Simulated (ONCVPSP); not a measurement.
**Which setting gave this result? (Be (Z = 4), ONCV)**

Base potential:

beryllium, optimised norm-conserving Vanderbilt (ONCV), made with ONCVPSP 4.0.1 (revPBE, scalar-relativistic). Core none, reference 1s2 2s1.5 2p0.5. Waves: 1s+2s: rc 0.95 bohr, ncon 5, nbas 9, qcut 12.3 1/bohr, 2 projectors; 2p: rc 4.00 bohr, ncon 4, nbas 8, qcut 3.8 1/bohr, 1 projector. Local part: polynomial inside 0.75 bohr (lpopt 5, dvloc0 -1 Ha). Core correction: none.

Cutoffs, loose and tight: the cutoffs (Ha) at which the residual kinetic energy of the hardest occupied pseudo-wave falls to 1 and 0.1 mHa per electron. They do not see the model core or the augmentation charge, which bear on the density cutoff. Test errors are all-electron minus pseudo excitation energies from the reference, over the configurations 1s2 2s2 2p0; 1s2 2s1 2p0; 1s2 2s0 2p0; 1s2 2s0 2p1; variants that change the core or the reference have their own tests.

Only the scale of all radii (base = 1) is moved:

```csv
scale of all radii (base = 1),"cutoff, loose","cutoff, tight",bound ghosts,largest test error (meV)
0.78,181 Ha,389 Ha,none,+56
0.86,75 Ha,287 Ha,none,+67
0.9,70 Ha,188 Ha,none,+72
1.01,64 Ha,75 Ha,none,+93
1.08,61 Ha,70 Ha,none,+106
1.14,59 Ha,67 Ha,none,+117
1.21,55 Ha,64 Ha,none,+134
1.26,52 Ha,60 Ha,none,+147
1.32,49 Ha,58 Ha,none,-196
```

Task: One more run gave cutoff, loose: 66 Ha; cutoff, tight: 94 Ha; bound ghosts: none; largest test error (meV): +86. Which value of the scale of all radii (base = 1) was used?

Result: 0.97. The loose cutoff moves one way along this sweep, from 181 Ha at 0.78 to 49 Ha at 1.32, which places the run between 0.9 and 1.01.
